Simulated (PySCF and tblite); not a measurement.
The numbers below are computed, except where a source is named.
C7H14Si, numbered as in [CH2:1]=[C:2]1[CH2:3][CH2:4][CH2:5][CH2:6][C@@H:7]1[SiH3:8].

Geometries GFN2-xTB; weights from PBE0-D3(BJ)/def2-SVP (IEF-PCM, chloroform) energies and GFN2-xTB thermal corrections, with symmetry numbers and mirror pairs. Conformers within 3 kcal/mol (GFN2-xTB free energy) were kept, 8 at most. GIAO shieldings: KT3/pcSseg-1 (IEF-PCM, chloroform). Shifts are against TMS (¹H), TMS (¹³C), TMS (²⁹Si) at the same level; of two unlike H on one atom, a is the less shielded. Codes: tblite and PySCF.

Question: Predict the averaged NMR shifts at 298.15 K.

Answer: ¹H: 4.77 (H1a, 1H), 4.77 (H1b, 1H), 3.79 (H8, 3H), 2.56 (H3a, 1H), 2.55 (H7, 1H), 2.22 (H3b, 1H), 2.02 (H6a, 1H), 1.98 (H4a, 1H), 1.94 (H6b, 1H), 1.80 (H5a, 1H), 1.70 (H5b, 1H), 1.51 (H4b, 1H) ppm. ¹³C: 149.3 (C2), 101.4 (C1), 38.2 (C3), 36.9 (C6), 36.3 (C7), 35.5 (C4), 29.9 (C5) ppm. ²⁹Si: -67.0 (Si8) ppm.

Question: How do the conformers differ?

Answer: The 6-ring runs over atoms 2–3–4–5–6–7.
```
conformer                                                        shape  weight %
        1                                     6-ring chair (Si8 axial)      86.5
        2                   6-ring chair (all substituents equatorial)      13.1
        3  6-ring twist-boat (ring torsions 32, 30, -67, 37, 27, -64°)       0.4
```

| signal | 1 | 2 | 3 | average |
| --- | --- | --- | --- | --- |
| H1a | 4.79 | 4.66 | 4.83 | 4.77 |
| H1b | 4.75 | 4.91 | 4.95 | 4.77 |
| H3a | 2.58 | 2.43 | 2.49 | 2.56 |
| H3b | 2.21 | 2.28 | 2.08 | 2.22 |
| H4a | 2.04 | 1.55 | 1.84 | 1.98 |
| H4b | 1.42 | 2.07 | 1.76 | 1.51 |
| H5a | 1.78 | 1.98 | 1.82 | 1.80 |
| H5b | 1.72 | 1.55 | 1.43 | 1.70 |
| H6a | 2.12 | 1.38 | 1.48 | 2.02 |
| H6b | 1.92 | 2.08 | 1.79 | 1.94 |
| H7 | 2.64 | 1.98 | 2.52 | 2.55 |
| H8 | 3.81 | 3.62 | 3.62 | 3.79 |
| C1 | 101.4 | 101.8 | 103.0 | 101.4 |
| C2 | 148.9 | 151.7 | 147.8 | 149.3 |
| C3 | 37.4 | 43.8 | 32.8 | 38.2 |
| C4 | 35.4 | 36.7 | 29.1 | 35.5 |
| C5 | 29.1 | 34.8 | 28.5 | 29.9 |
| C6 | 36.7 | 39.1 | 30.4 | 36.9 |
| C7 | 36.6 | 34.3 | 32.8 | 36.3 |
| Si8 | -66.3 | -72.0 | -66.1 | -67.0 |

Question: Which signal moves most, for its nucleus, between 200 and 400 K through the change of populations alone?

Answer: H6a: 2.07 ppm at 200 K, 2.05 ppm at 250 K, 2.02 ppm at 298.15 K, 1.99 ppm at 350 K, 1.97 ppm at 400 K.

Unscaled ²⁹Si shifts at such levels can be off by tens of ppm; differences between conformers or isomers are more reliable. Shifts are unscaled: against experiment ¹³C can be off by 15 ppm or more and ¹H by 0.8 ppm.
